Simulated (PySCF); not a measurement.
Job file and geometry (Å, from GFN2-xTB) of a spin–spin coupling run on `CO/C=C/B[AsH2]`, C3H8AsBO, PySCF, B3LYP/pcJ-1 As:pcSseg-1 indirect spin-spin coupling, non-relativistic, gas phase; density fitting, a coarse starting grid and PySCF grid level 2 are the driver's defaults:

```
$ OMP_NUM_THREADS=1 python probes_run.py task.json out

{"job": {"kind": "j", "xc": "B3LYP", "basis": "pcJ-1"}, "charge": 0, "multiplicity": 1}
C      2.499512     1.052797     0.310440
O      1.855752    -0.165422     0.015410
C      0.515939    -0.177259     0.100964
C     -0.226106    -1.270022    -0.141646
B     -1.743029    -1.302465     0.017645
As    -2.838294     0.318830     0.465872
H      3.566273     0.877087     0.185629
H      2.301006     1.364406     1.340954
H      2.178546     1.846070    -0.372127
H      0.046289     0.761094     0.401037
H      0.330331    -2.156201    -0.426701
H     -2.281183    -2.347973    -0.028493
H     -2.245923     1.223148    -0.581194
H     -3.959791    -0.024561    -0.469881
```

**Question.** Write the output of this run.

**Answer.** 
```
coarse grid: 53008 points
cycle   1  E = -2454.7839029433  dE = -2.554e-01  |g| = 9.185e-01  |ddm| = 3.122e+00
cycle   2  E = -2454.7043750073  dE =  7.953e-02  |g| = 9.952e-01  |ddm| = 1.153e+00
cycle   3  E = -2454.8609069781  dE = -1.565e-01  |g| = 2.351e-01  |ddm| = 8.350e-01
cycle   4  E = -2454.8722159459  dE = -1.131e-02  |g| = 5.510e-02  |ddm| = 1.823e-01
cycle   5  E = -2454.8726758374  dE = -4.599e-04  |g| = 2.221e-02  |ddm| = 5.573e-02
cycle   6  E = -2454.8727926724  dE = -1.168e-04  |g| = 7.237e-03  |ddm| = 2.316e-02
cycle   7  E = -2454.8728031663  dE = -1.049e-05  |g| = 1.452e-03  |ddm| = 6.663e-03
cycle   8  E = -2454.8728037580  dE = -5.917e-07  |g| = 3.908e-04  |ddm| = 1.901e-03
final grid: 112096 points
cycle   9  E = -2454.8727663313  dE =  3.255e-09  |g| = 5.509e-04  |ddm| = 1.451e-03
cycle  10  E = -2454.8727661965  dE =  1.348e-07  |g| = 9.387e-04  |ddm| = 1.144e-03
cycle  11  E = -2454.8727664014  dE = -2.049e-07  |g| = 1.545e-04  |ddm| = 7.533e-04
cycle  12  E = -2454.8727664067  dE = -5.301e-09  |g| = 1.473e-05  |ddm| = 1.220e-04
cycle  13  E = -2454.8727664067  dE = -5.457e-11  |g| = 3.167e-06  |ddm| = 1.631e-05
converged SCF energy = -2454.8727664067

Indirect spin-spin couplings (Hz)
  i      j    bonds     total        FC       PSO       DSO        SD
  0 C    1 O    1     21.380    22.646    -1.160    -0.105         -
  0 C    2 C    2     -1.899    -1.524    -0.323    -0.052         -
  0 C    3 C    3      3.720     3.708     0.112    -0.100         -
  0 C    4 B    4      0.179     0.168     0.078    -0.057    -0.011
  0 C    6 H    1    152.880   152.020     0.169     0.691         -
  0 C    7 H    1    146.737   145.784     0.219     0.734         -
  0 C    8 H    1    146.899   145.946     0.219     0.734         -
  0 C    9 H    3      7.498     7.445    -0.097     0.150         -
  0 C   10 H    4     -0.205    -0.215     0.363    -0.354         -
  0 C   11 H    5      0.153     0.160     0.209    -0.216         -
  1 O    2 C    1     29.990    22.756     7.362    -0.128         -
  1 O    3 C    2     -6.067    -7.668     1.586     0.015         -
  1 O    4 B    3     -6.808    -5.459    -0.628     0.033    -0.753
  1 O    6 H    2    -13.484   -12.901    -0.662     0.079         -
  1 O    7 H    2     -1.997    -1.430    -0.721     0.154         -
  1 O    8 H    2     -1.957    -1.390    -0.722     0.156         -
  1 O    9 H    2     -1.324    -1.952     0.452     0.176         -
  1 O   10 H    3     -5.438    -5.916     0.548    -0.070         -
  1 O   11 H    4     -1.020    -0.918    -0.215     0.113         -
  1 O   12 H    5     -0.427    -0.357    -0.064    -0.006         -
  2 C    3 C    1     73.726    81.673    -8.191     0.244         -
  2 C    4 B    2      7.101     6.303     0.114     0.045     0.639
  2 C    6 H    3     13.403    13.492     0.525    -0.614         -
  2 C    7 H    3      2.716     2.848    -0.107    -0.025         -
  2 C    8 H    3      2.451     2.584    -0.113    -0.020         -
  2 C    9 H    1    177.893   177.161    -0.478     1.210         -
  2 C   10 H    2     -7.053    -5.474    -1.347    -0.232         -
  2 C   11 H    3     10.677    10.687     0.240    -0.250         -
  2 C   12 H    4      1.257     1.110    -0.271     0.417         -
  2 C   13 H    4      1.969     2.299     0.098    -0.427         -
  3 C    4 B    1     69.592    72.107    -2.901     0.299     0.088
  3 C    6 H    4      0.398     0.406     0.347    -0.355         -
  3 C    9 H    2     11.467    12.597    -0.864    -0.266         -
  3 C   10 H    1    148.829   147.261     0.692     0.876         -
  3 C   11 H    2      2.127     2.558    -0.462     0.032         -
  3 C   12 H    3      2.170     2.211    -0.174     0.133         -
  3 C   13 H    3      3.333     3.633     0.078    -0.377         -
  4 B    9 H    3      4.225     4.296    -0.306     0.254    -0.018
  4 B   10 H    2      2.147     2.677    -0.224    -0.235    -0.070
  4 B   11 H    1    139.987   140.119    -1.667     1.059     0.475
  4 B   12 H    2     -4.567    -4.010    -0.361    -0.234     0.038
  4 B   13 H    2     -4.294    -3.785    -0.366    -0.171     0.029
  6 H    7 H    2    -12.695   -12.695     2.691    -2.691         -
  6 H    8 H    2    -12.550   -12.551     2.697    -2.697         -
  6 H    9 H    4     -0.377    -0.392     1.888    -1.873         -
  6 H   12 H    7      0.176    -0.025     0.531    -0.330         -
  6 H   13 H    7     -0.468    -0.027     0.612    -1.053         -
  7 H    8 H    2    -10.020   -10.091     2.617    -2.545         -
  7 H   10 H    5     -0.285    -0.221     1.109    -1.173         -
  7 H   11 H    6     -0.260    -0.185     0.597    -0.672         -
  7 H   12 H    7      0.463     0.192    -0.008     0.280         -
  7 H   13 H    7     -0.404     0.302     0.453    -1.158         -
  8 H   10 H    5     -0.198    -0.134     1.115    -1.179         -
  8 H   11 H    6     -0.255    -0.167     0.655    -0.743         -
  8 H   12 H    7      0.795     0.267    -0.471     0.999         -
  8 H   13 H    7     -0.405     0.153     0.299    -0.856         -
  9 H   10 H    3     13.847    14.040     2.703    -2.896         -
  9 H   12 H    5      0.499    -0.889    -1.865     3.253         -
  9 H   13 H    5     -2.493    -0.571     0.531    -2.454         -
 10 H   11 H    3      7.992     7.801     0.155     0.036         -
 10 H   12 H    4     -0.531    -0.545     0.946    -0.931         -
 10 H   13 H    4     -0.513    -0.037     0.842    -1.318         -
 11 H   12 H    3      7.055     8.323     1.029    -2.297         -
 11 H   13 H    3      6.717     6.336    -0.141     0.522         -
 12 H   13 H    2    -12.069   -11.797     0.508    -0.780         -
```

Size and cost of the density-fitted run: 256 basis functions, 78 s wall time on 1 thread of an Arm Neoverse V1, shared host; peak memory 1 GiB.
